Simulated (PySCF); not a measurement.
## [Nd(H2O)4]2+: from a saddle point downhill

PySCF 2.14.0, RKS PBE0, Nd lcecp-0-SVP with ECP50, O def2-SVP, H def2-SVP; non-relativistic Hamiltonian with scalar-relativistic core potentials where named; density fitting; no spin-orbit coupling. Relaxed within the symmetry of its start, the geometry (D2d) is

```xyz
13

Nd    0.0000    0.0000    0.0000
O     1.4715    1.4866    1.4866
H     1.8331    1.2853    2.3649
H     1.8331    2.3649    1.2853
O    -1.4715   -1.4866    1.4866
H    -1.8331   -1.2853    2.3649
H    -1.8331   -2.3649    1.2853
O     1.4715   -1.4866   -1.4866
H     1.8331   -2.3649   -1.2853
H     1.8331   -1.2853   -2.3649
O    -1.4715    1.4866   -1.4866
H    -1.8331    2.3649   -1.2853
H    -1.8331    1.2853   -2.3649
```

and its lowest harmonic modes are -111, -41, -41, -29, -15, 29 cm⁻¹ (negative: unstable). It was moved along the lowest mode and relaxed again, within the group S4 that the move left.

Where does it end, and how much lower?

In S4, 0.029 eV lower, after 20 steps:
```xyz
13

Nd    0.0000    0.0000    0.0000
O     1.5429    1.4178    1.4797
H     1.4653    1.5908    2.4319
H     2.3464    1.8981    1.2223
O    -1.5428   -1.4797    1.4178
H    -2.3467   -1.2222    1.8979
H    -1.4651   -2.4320    1.5909
O     1.5429   -1.4178   -1.4797
H     2.3464   -1.8981   -1.2223
H     1.4653   -1.5908   -2.4319
O    -1.5428    1.4797   -1.4178
H    -1.4651    2.4320   -1.5909
H    -2.3467    1.2222   -1.8979
```

How do the contacts change?


| contact | saddle (Å) | end (Å) |
| --- | --- | --- |
| Nd1–O2 (H2O) | 2.566 | 2.565 |
| Nd1–O5 (H2O) | 2.566 | 2.565 |
| Nd1–O8 (H2O) | 2.566 | 2.565 |
| Nd1–O11 (H2O) | 2.566 | 2.565 |


No frequency check is given for the end, and other unstable modes may remain.

An lcecp potential fixes the number of 4f electrons, so in runs with it no electron can move into or out of that shell; real Nd(II) is rare or takes another configuration.

State: singlet in the valence, with the 4f electrons in the core potential.
